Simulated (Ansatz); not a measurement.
A nudged elastic band was laid between two geometries of ClH3OSn + H4Si (11 atoms, charge 0, multiplicity 1).

Method: RKS PBE-D4/def2-SVP (Ansatz).

```yaml
movable_images: 9
climbing_image: yes
spring: 20.0 eV/Å²
optimiser: quadratic models (default)
start_path: through a guess of the saddle point
force_threshold: 0.05 eV/Å
iteration_limit: 60
end_points: relaxed
```

First end point:

```xyz
11
Properties=species:S:1:pos:R:3
Sn -0.317 -0.567 -0.153
O -0.133 -0.846 1.823
H -0.985 -0.684 2.274
H 1.301 -0.529 -0.725
Cl -1.323 1.566 -0.497
H -1.418 -1.701 -0.849
Si 1.376 3.055 1.443
H 2.511 3.661 2.225
H 1.844 2.796 0.036
H 0.219 4.012 1.431
H 0.971 1.758 2.088
```

Last end point:

```xyz
11
Properties=species:S:1:pos:R:3
Sn 0.018 0.470 -0.369
O 0.346 -0.191 2.354
H -0.279 0.284 2.934
H 1.231 -0.752 -0.471
Cl -0.274 1.172 -2.657
H -1.535 -0.150 0.058
Si 0.722 2.592 0.916
H 2.023 2.345 1.639
H 0.892 3.784 0.018
H -0.317 2.918 1.961
H 1.220 0.052 2.714
```

Which bonds break or form, and what moves?

Bonds broken: Sn1–O2, Si7–H11. Bonds formed: Sn1–Si7, O2–H11. ClH3OSn + H4Si becomes ClH5SiSn + H2O.

What energy profile does the band end with?

The run converged. The highest image is number 4 of 0 to 10, 1.31 eV above the first end and 1.75 eV above the last; the last end lies 0.44 eV below the first. Another band between the same ends (9 images) ends at a top of the same energy, where a vibrational analysis finds 1 clearly imaginary mode. The orbitals stay closed-shell, which can raise the energy where a bond breaks towards radicals; this wasn't checked here.

| image | path coordinate (Å) | energy (eV) | Sn1–O2 (Å) | Si7–H11 (Å) | Sn1–Si7 (Å) |
| --- | --- | --- | --- | --- | --- |
| 0 | 0.00 | 0.00 | 2.00 | 1.50 | 4.30 |
| 1 | 0.61 | 0.01 | 2.01 | 1.50 | 4.09 |
| 2 | 1.21 | 0.12 | 2.01 | 1.50 | 3.79 |
| 3 | 1.82 | 0.51 | 2.04 | 1.54 | 3.43 |
| 4 | 2.42 | 1.31 | 2.18 | 1.86 | 3.13 |
| 5 | 3.21 | 0.50 | 2.47 | 2.31 | 2.77 |
| 6 | 4.00 | -0.03 | 2.72 | 2.66 | 2.61 |
| 7 | 4.80 | -0.27 | 2.84 | 2.93 | 2.58 |
| 8 | 5.59 | -0.38 | 2.81 | 3.05 | 2.58 |
| 9 | 6.38 | -0.42 | 2.80 | 3.09 | 2.58 |
| 10 | 7.17 | -0.44 | 2.82 | 3.15 | 2.58 |

What is the geometry of the highest image?


```xyz
11
Properties=species:S:1:pos:R:3:forces:R:3
Sn -0.050 0.033 -0.112 0.00 0.00 0.01
O 0.098 -0.235 2.044 0.02 -0.02 -0.02
H -0.766 -0.307 2.508 0.00 0.01 0.00
H 1.496 -0.146 -0.853 0.00 0.00 0.00
Cl -1.397 1.767 -1.050 0.00 0.00 0.00
H -1.088 -1.336 -0.323 0.00 0.00 0.00
Si 1.142 2.568 1.282 -0.01 -0.01 0.01
H 2.327 2.755 2.207 0.00 0.00 0.00
H 1.666 2.829 -0.110 0.01 0.01 -0.02
H 0.133 3.645 1.592 0.00 0.00 0.00
H 0.486 0.949 1.911 -0.01 0.01 0.01
```

Run time: 3 min on 4 threads of Arm Neoverse V2 (shared host), peak memory 0.17 GiB.
